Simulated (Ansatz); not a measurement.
Reaction (isomerisation): `C/C=N\[SiH3]` → `CN1C[SiH2]1`

Isolated molecules relaxed with PBE0-D4/def2-TZVP in Ansatz; ΔE leaves out vibrations. CCSD(T)/CBS adds triple-zeta CCSD(T) − MP2 to the extrapolated MP2 energy (def2 sets, frozen cores). Functionals use def2-TZVPP. HSE06 is defined as in plane-wave codes.

`C/C=N\[SiH3]`:

```xyz
11

C    -1.436    0.250   -0.637
C    -0.233   -0.562   -0.994
N     0.859   -0.663   -0.377
Si    1.445    0.049    1.086
H    -1.664    0.945   -1.451
H    -2.306   -0.407   -0.538
H    -1.300    0.810    0.287
H    -0.346   -1.139   -1.926
H     0.520    0.976    1.807
H     2.675    0.805    0.740
H     1.787   -1.065    2.005
```

`CN1C[SiH2]1`:

```xyz
11

C     1.044   -0.244    1.068
N    -0.086   -0.482    0.215
C    -0.005   -0.216   -1.235
Si   -1.446    0.419   -0.293
H     1.805   -1.017    0.917
H     0.731   -0.281    2.114
H     1.521    0.733    0.889
H     0.736    0.529   -1.543
H    -0.019   -1.093   -1.879
H    -1.508    1.882   -0.054
H    -2.772   -0.230   -0.200
```

CCSD(T)/CBS gives +23.4 kcal/mol.

Task: Another level gave +20.6 kcal/mol. Which?
A. BHLYP/def2-TZVPP
B. HSE06/def2-TZVPP
C. r2SCAN0/def2-TZVPP
D. RPA@PBE/def2-TZVPP

Result: B. HSE06 20.6, r2SCAN0 21.7, BHLYP 26.2, RPA@PBE/def2-TZVPP 24.1 kcal/mol.

Largest T1 diagnostic among the species: 0.013.

At CCSD(T), def2-SVP lies +1.8 kcal/mol from the extrapolated value and def2-TZVPP +0.7 kcal/mol. Leaving LDA and LC-ωPBE aside and taking each functional with its dispersion term where it has one, the values, not all of them listed here, spread over 5.6 kcal/mol, from HSE06-D4 to BLYP-D4. LDA lies −4.5 kcal/mol from PBE without D4. In def2-TZVPP, CCSD(T) changes the Hartree–Fock value by −7.5 kcal/mol (the triples alone add −0.4 kcal/mol) and MP2 by −9.5 kcal/mol.
